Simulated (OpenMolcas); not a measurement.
Consider [Cu2(μ-F)2(Cl)4]2-, a planar model complex in vacuum (2 bridging F, bridge angle 90°, metal-metal distance 2.70 Å, Cu–F 1.91 Å; typed geometry, not optimised).

```xyz
8

Cu    -1.3506     0.0000     0.0000
Cu     1.3506     0.0000     0.0000
F      0.0000     1.3506     0.0000
F      0.0000    -1.3506     0.0000
Cl    -2.9981     1.6476     0.0000
Cl    -2.9981    -1.6476     0.0000
Cl     2.9981     1.6476     0.0000
Cl     2.9981    -1.6476     0.0000
```

Q: Give the energies of the total-spin states at CASSCF(2,2) on the singly occupied d orbitals (ANO-RCC-VDZP, scalar-relativistic DKH2, RICD, no spin-orbit coupling, OpenMolcas), and the exchange constant.

A: Local spins 1/2 and 1/2.

```
total S  E (cm⁻¹)  natural occupations, lowest and highest
-------  --------  ---------------------------------------
1             0.0                             1.000, 1.000
0            19.5                             0.994, 1.006
```

J = 9.8 cm⁻¹ (ferromagnetic).

J is defined by H = −2J S1·S2, so negative values are antiferromagnetic. Wave-function values come from the highest and lowest total spin; broken-symmetry values use Yamaguchi's formula with the computed ⟨S²⟩. The active space holds the singly occupied metal orbitals alone, without bridging-ligand orbitals. No row is a measured value.
